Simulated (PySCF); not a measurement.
Species: GaBr (singlet state).
Atom-mapped SMILES: `[Ga:1][Br:2]`

Geometry (PBE0-D3(BJ)/def2-TZVP, Å), atoms numbered from 1 in this order:
```
atom  x, y, z in Å
Ga1    1.196   -0.029    0.002
Br2   -1.178    0.000   -0.014
```

Computed, not measured: PySCF, TDDFT CAM-B3LYP/aug-cc-pVTZ, vertical, gas phase, core orbitals frozen in the response. Geometry: PBE0-D3(BJ)/def2-TZVP; no solvent, vibrations or thermal averaging. Relativistic effects, spin–orbit coupling among them, are left out although an element past zinc is present.

Transition dipole moments from the ground state, in atomic units and in the frame of the coordinates above (overall signs are arbitrary), for the states with f of 0.002 or more among the lowest 10:

| state | E (eV) | μx | μy | μz |
| --- | --- | --- | --- | --- |
| S1 | 4.519 | -0.009 | -0.314 | 0.723 |
| S2 | 4.519 | 0.007 | 0.723 | 0.315 |
| S7 | 6.684 | 0.918 | -0.011 | 0.006 |
| S8 | 6.809 | -2.015 | 0.024 | -0.013 |
| S9 | 7.138 | -0.001 | -0.307 | -0.485 |
| S10 | 7.138 | -0.008 | -0.485 | 0.307 |

(1) What oscillator strength does each state have?

(2) Label these states by symmetry in C∞v.

(3) What angle do the transition dipoles of S7 and S8 make?

(4) What peak molar absorption coefficient would the strongest computed level give as a lone Gaussian band 0.4 eV wide at half height?

## Answers

(1) f = (2/3) ΔE |μ|² with ΔE in hartree (27.2114 eV).

```tsv
state	|μ|² (au)	|μ| (D)	f
S1	0.621	2.00	0.069
S2	0.621	2.00	0.069
S7	0.842	2.33	0.138
S8	4.062	5.12	0.678
S9	0.330	1.46	0.058
S10	0.330	1.46	0.058
```

(2) From a totally symmetric ground state, an allowed state transforms like the component of the dipole operator along its μ. Polarised along the molecular axis, so Σ+: S7 and S8. Polarised across the molecular axis, so Π: S1, S2, S9 and S10.

(3) |cos θ| = |μa·μb| / (|μa| |μb|) = 1.00, so θ ≈ 0° (taken between 0 and 90°, since the signs are arbitrary).

(4) ε(max) = 2.175×10⁸ f / FWHM, with the width in cm⁻¹. S8: 2.175×10⁸ × 0.6776 / 3226 ≈ 46000 L mol⁻¹ cm⁻¹.

S1/S2 and S9/S10 coincide within about 0.01 eV; within a degenerate level the directions of the single components are arbitrary.
